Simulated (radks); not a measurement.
Charge is removed step by step from the 3d up level of V3+, starting from [Ar] 3d(up 2, down 0). All-electron calculation, non-relativistic Kohn-Sham, LDA (Slater exchange, Perdew-Wang correlation), spin-polarised, spherical densities, point nucleus. Program: a radial shooting solver on a logarithmic mesh with Libxc functionals.

removed (e)  E - E(0) (eV)  eigenvalue (eV)  E minus straight line (eV)
0                    0.000          -38.278                       0.000
0.125                4.917          -40.406                      -0.969
0.25                10.103          -42.569                      -1.669
0.375               15.561          -44.768                      -2.097
0.5                 21.296          -47.000                      -2.249
0.625               27.313          -49.266                      -2.118
0.75                33.614          -51.565                      -1.703
0.875               40.205          -53.896                      -0.998
1                   47.090          -56.259                       0.000

Removing the whole electron costs 47.090 eV by Delta-SCF, against 38.278 eV from minus the eigenvalue at the starting occupation. Slater's transition state (half an electron removed) gives 47.000 eV. Integrating minus the eigenvalue over the occupation (Janak's theorem) gives 47.090 eV. The mean slope of the eigenvalue, de/dn, is 18.0 eV per electron. Ionisation energy of V3+ in the NIST Atomic Spectra Database: 46.709 eV (measured).
